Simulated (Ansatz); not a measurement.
Species: CH4Si, charge 0, singlet. A triplet may lie lower; no result for it is given here. CH4Si (SMILES C[SiH]).
B3LYP-D3(BJ)/def2-TZVP minimum from Ansatz (an electronic-structure program):
```xyz
6

Si    -0.4410    -0.3341     0.5214
H     -1.4368    -0.6956    -0.5799
C      0.7690     0.5391    -0.6570
H      1.6505     0.9411    -0.1576
H      0.2547     1.3546    -1.1800
H      1.0918    -0.1572    -1.4406
```

Hartree-Fock and CCSD correlation energies in hartree (Ansatz). Radicals and triplets start from unrestricted determinants; spin-orbit coupling is neglected. Correlated methods leave the cores frozen. No relativity. The restricted determinant of CH4Si (C[SiH], singlet) is unstable towards broken spin symmetry in at least one set run.

```tsv
basis	X	E(HF)	E(corr, CCSD)
cc-pV(T+d)Z	3	-329.09338	-0.32199
cc-pV(Q+d)Z	4	-329.09869	-0.33631
cc-pV(5+d)Z	5	-329.09989	withheld
```

Problem. Fit E(corr) = E∞ + A/X³ to X = 3 and 4, predict X = 5, and compare with the run.

Solution. A = (-0.32199 - (-0.33631))/(1/27 - 1/64) = 0.6688; E∞ = -0.33631 - A/64 = -0.34676; at X = 5, E∞ + A/125 = -0.34141. The run gave -0.34078, 0.63 mEh above the prediction. The same form on X = 4 and 5 gives E∞ = -0.34547, 1.29 mEh above the first estimate.
